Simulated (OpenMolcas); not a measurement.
Computed levels of 5d in ions with 69 electrons, in cm-1 above 2D 3/2.

```yaml
Program: OpenMolcas
Method: CASSCF
Basis: ANO-RCC-VTZP
Scalar_Hamiltonian: DKH2, point nucleus
Spin-orbit_coupling: RASSI with atomic mean-field integrals over the reference wave functions, term energies averaged over their components
```

Active space for each ion: 1 electron in 10 orbitals (5d 6d).

| Level | Hf3+ | Ta4+ | Re6+ | Os7+ |
| --- | --- | --- | --- | --- |
| 2D 5/2 | 4908 | 6757 | 11160 | 13948 |

Task: Estimate 2D 5/2 for W5+ from its neighbours Ta4+ and Re6+.

Result: 2D 5/2 is fine structure, which grows about as the fourth power of a screened charge, so the fourth roots are averaged: ((6757^0.25 + 11160^0.25) / 2)^4 = 8752. The calculation gives 8927, so the estimate is off by -2.0 %; the measured value is 8709 (the list in J. Phys. B 45, 035002 (2012)).

With one active electron outside closed inactive shells, the extra shells (6d) add no correlation to the reference. With one active electron the reference holds no correlation, so core polarisation is missing. Measured partners are found by configuration, term and J. A level has none where our copy of the source lacks it or the pairing is in doubt (some pairs that miss far off the trend of their configuration count as doubtful), and it then counts in no deviation. Levels of configurations outside the active space are missing.
